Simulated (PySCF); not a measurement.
# Computed records: C₃H₈B

Computed with PySCF 2.14.0. Calculation on a computer-drawn molecule: the log of a Hartree-Fock and frozen-core CCSD(T) single point meant for a local Hartree-Fock minimum, with one planted fault or none, to be diagnosed. Offsets are logged minus clean, where the clean run is the same molecule without the fault. The reference is restricted for singlets and unrestricted otherwise, and also for a bond in bohr or an excited solution. Adding or removing an electron swaps singlet and doublet. The excited solution moves the top pair (singlet) or top alpha electron (doublet) to the lowest empty orbital. Highest occupied and lowest empty are orbital energies over both spins, largest force is the largest gradient component, triples share is (T) over the correlation energy, the T1 limit is 0.02 restricted and 0.045 unrestricted, electrons count all cores, a negative frequency is imaginary (commonest isotopes), and the dipole is about the centre of nuclear charge.

```json
{"formula": "C3H8B", "logged_structure": {"atoms_angstrom": [["B", -1.5029, -3.7317, -0.8099], ["C", -1.8141, -2.2871, -0.2926], ["C", -0.6186, -1.3425, -0.0937], ["C", -1.0091, 0.0143, 0.4864], ["H", -0.4609, -4.326, -0.7554], ["H", -2.3125, -2.4637, 0.6766], ["H", -2.584, -1.812, -0.9111], ["H", 0.1156, -1.8223, 0.5605], ["H", -0.1138, -1.1914, -1.0535], ["H", -0.1353, 0.6588, 0.6088], ["H", -1.7176, 0.5332, -0.1653], ["H", -1.4817, -0.0974, 1.4664]]}, "given": {"meant_charge": 0, "meant_multiplicity": 2, "meant_basis": "cc-pVDZ", "logged_electrons": 31, "logged_basis_functions": 96, "logged_SCF_converged": "yes", "logged_spin_squared": 0.7532, "logged_highest_occupied [eV]": -8.7252, "logged_lowest_empty [eV]": 2.2312, "logged_largest_force [hartree/bohr]": 2.8072e-05, "logged_lowest_frequency [cm^-1]": 109.56, "logged_T1_diagnostic": 0.0090459, "logged_D1_diagnostic": 0.030968, "logged_triples_share": 0.027687, "logged_CC_converged": "yes", "logged_dipole_magnitude [debye]": 0.90354, "logged_SCF_stable_within_its_kind": "yes", "logged_energy_HF [hartree]": -142.88162, "logged_energy_CCSD(T) [hartree]": -143.45009, "possible_faults": "no fault, one electron removed, one electron added, multiplicity raised by two, geometry at a saddle point, SCF held on an excited solution, minimal basis STO-3G, one bond length entered in bohr, all coordinates scaled", "drawn_bonds_atom": [1, 2, 3, 1, 2, 2, 3, 3, 4, 4, 4], "drawn_bonds_other_atom": [2, 3, 4, 5, 6, 7, 8, 9, 10, 11, 12], "drawn_bonds_order": [1, 1, 1, 1, 1, 1, 1, 1, 1, 1, 1]}, "results": {"planted_fault": "no fault", "HF_energy_offset_from_clean_run [kcal/mol]": 0.0, "CCSD(T)_energy_offset_from_clean_run [kcal/mol]": 0.0}}
```
